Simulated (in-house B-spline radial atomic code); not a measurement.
Ionising Sc4+ with different functionals

Computed with an all-electron radial atomic-structure program (B-spline basis): non-relativistic Hamiltonian, point nucleus, spin-polarised at highest spin, spherical fractional occupations for the functionals, the average over the highest-spin determinants for Hartree-Fock. The ionisation energy is the difference of two self-consistent energies, [Ne] 3s2 3p5 → [Ne] 3s2 3p4, without Breit or QED terms; ε is the level of the shell that loses the electron (its least bound occupied spin orbital).

Hybrids are left out here: with spherical fractional occupations of an open shell their exact exchange keeps a self-interaction that integer-occupation calculations don't have.

```csv
method,rung,ΔSCF (eV),-ε(3p) (eV)
Hartree-Fock,Hartree-Fock,90.27,91.22
LDA VWN5,LDA,91.95,82.63
LDA PW92,LDA,91.95,82.62
LDA exchange-only,LDA,89.88,80.68
PBE,GGA,91.78,82.51
PBEsol,GGA,91.70,82.43
BLYP,GGA,91.63,82.35
RPBE,GGA,91.73,82.49
PW91,GGA,91.90,82.63
BP86,GGA,91.92,82.62
AM05,GGA,91.72,82.43
OLYP,GGA,91.85,82.66
TPSS,meta-GGA,91.87,82.68
SCAN,meta-GGA,91.99,82.98
r2SCAN,meta-GGA,91.93,82.93
M06-L,meta-GGA,91.95,83.04
revTPSS,meta-GGA,91.78,82.60
```

How do they compare with the NIST value?

NIST lists 91.95 eV ± 0.03 (semi-empirical, ground level to ground level). Errors run from -2.07 to +0.04 eV; LDA PW92 is closest (-0.00 eV), though others lie within the uncertainty of it, and part of that can be cancellation, since the calculations leave out relativity, Breit-QED terms, multiplet and fine-structure energies. Hartree-Fock also lacks correlation.
